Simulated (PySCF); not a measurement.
## Calculated data, BGeH4NO, CH5GeSi

All values are calculated (PySCF 2.14.0). Calculation on a computer-drawn molecule: optimised geometry and harmonic frequencies of an isolated molecule of the commonest isotopes, restricted reference for singlets and unrestricted otherwise, frozen core in MP2; on germanium a core potential holds 10 electrons, which the energies leave out, and 3d is frozen in MP2 and coupled-cluster steps.

Common to all runs: multiplicity 1; method HF; basis and core potential on germanium cc-pVDZ-PP ECP10MDF.

(1) BGeH4NO

Start structure:
```xyz
8
BGeH4NO
N     -0.0857     2.8201     0.8232
B      0.5332     2.0688    -0.2234
Ge    -0.5328     0.4621    -1.1650
O     -0.2930    -0.7231     0.2012
H     -1.0621     2.6808     1.0163
H      0.3649     3.5374     1.2682
H      1.6971     2.2996    -0.4136
H      0.2142    -0.4952     0.9725
```

- charge: 0
- basis: cc-pVDZ
- rotational constants: 12.17, 2.563, 2.117 GHz
- total energy: -449.7411 hartree
- convergence status largest gradient component: 4.644e-06 hartree/bohr

Drawn bonds:
```
atom  other atom  order
   1           2      1
   2           3      1
   3           4      1
   1           5      1
   1           6      1
   2           7      1
   4           8      1
```

Optimised structure:
```xyz
8
BGeH4NO
N     -0.1452     3.1875     0.6295
B      0.3029     1.8924     0.4043
Ge    -1.1265     0.3380    -0.1257
O      0.0222    -1.0298    -0.2739
H     -1.1047     3.4613     0.5630
H      0.4609     3.9446     0.8757
H      1.4910     1.6947     0.5177
H      0.9352    -0.8382    -0.1112
```

Modes:
```
frequency (cm⁻¹)  reduced mass (dalton)
           25.71                  2.546
             131                   4.51
           284.5                  5.205
           449.5                  1.216
           513.9                  3.277
           574.6                  1.197
           645.3                  1.286
           711.6                  12.11
           919.8                  1.093
           949.7                  1.117
           954.3                  1.122
            1214                  1.481
            1382                  3.805
            1761                  1.206
            2623                  1.096
            3792                  1.051
            3888                  1.098
            4142                  1.067
```

(2) CH5GeSi

Start structure:
```xyz
8
CH5GeSi
Si     1.5545     0.2227     0.1595
C      0.0522     0.9263    -0.5998
Ge    -1.6451     0.3607    -0.5947
H      1.5109    -0.9514     0.9540
H      2.8906     0.8814     0.0898
H      0.2276     1.9362    -1.1154
H     -2.7023     1.1447    -1.2297
H     -1.9910    -0.9297     0.1943
```

- charge: 1
- basis: cc-pV(D+d)Z
- rotational constants: 30.44, 2.207, 2.058 GHz
- total energy: -622.7888 hartree
- convergence status largest gradient component: 3.056e-05 hartree/bohr

Drawn bonds:
```
atom  other atom  order
   1           2      1
   2           3      2
   1           4      1
   1           5      1
   2           6      1
   3           7      1
   3           8      1
```

Optimised structure:
```xyz
8
CH5GeSi
Si     1.4887     0.2699     0.1568
C      0.1262     1.0285    -0.6025
Ge    -1.5638     0.3594    -0.5348
H      1.3206    -0.9791     0.9019
H      2.8368     0.8315     0.0883
H      0.2675     1.9547    -1.1518
H     -2.7245     1.0528    -1.2078
H     -1.8541    -0.9268     0.2078
```

Modes:
```
frequency (cm⁻¹)  reduced mass (dalton)
           173.4                  3.493
           226.3                  1.488
           372.8                  1.013
           549.6                  1.161
           583.3                  1.716
           677.4                  1.145
           731.5                  1.177
           833.2                   1.08
           834.1                  2.381
           938.2                  1.044
            1002                  1.523
            1038                  1.191
            1247                  2.028
            2327                  1.016
            2347                  1.025
            2413                  1.029
            2445                  1.057
            3330                  1.088
```
